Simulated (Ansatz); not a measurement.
C$_{2}$H$_{6}$OSi$_{2}$, SMILES `OC1=C[SiH2][SiH2]1`, relaxed with RKS PBE0-D4/def2-TZVP in Ansatz from a PBE-D4/def2-SVP geometry. The force threshold is 0.005 eV/Å; the program also tests the step.

Total charge 0; spin multiplicity 1.

Start:

```xyz
11

O    -1.330    0.568    1.838
C    -0.535    0.223    0.803
C     0.670   -0.438    0.835
Si    1.178   -0.560   -0.972
Si   -0.878    0.570   -1.048
H    -0.910    0.267    2.671
H     1.156   -0.784    1.769
H     1.268   -1.952   -1.544
H     2.433    0.180   -1.360
H    -2.111   -0.106   -1.588
H    -0.943    2.032   -1.404
```

```csv
step,energy (eV),largest force (eV/Å),largest move (Å)
1,-19963.8632,0.785,0.000
2,-19963.9073,0.259,0.027
3,-19963.9112,0.047,0.010
4,-19963.9113,0.012,0.004
5,-19963.9113,0.006,0.001
6,-19963.9113,0.002,0.001
```

End:

```xyz
11

O    -1.309    0.558    1.826
C    -0.527    0.220    0.787
C     0.660   -0.431    0.820
Si    1.166   -0.554   -0.967
Si   -0.870    0.565   -1.041
H    -0.900    0.264    2.650
H     1.134   -0.770    1.742
H     1.262   -1.933   -1.520
H     2.412    0.171   -1.339
H    -2.092   -0.101   -1.569
H    -0.937    2.011   -1.387
```

Hardware: 4 threads of an Intel Xeon Platinum 8488C on a shared host. Wall time 17 s, peak host memory 0.57 GiB.
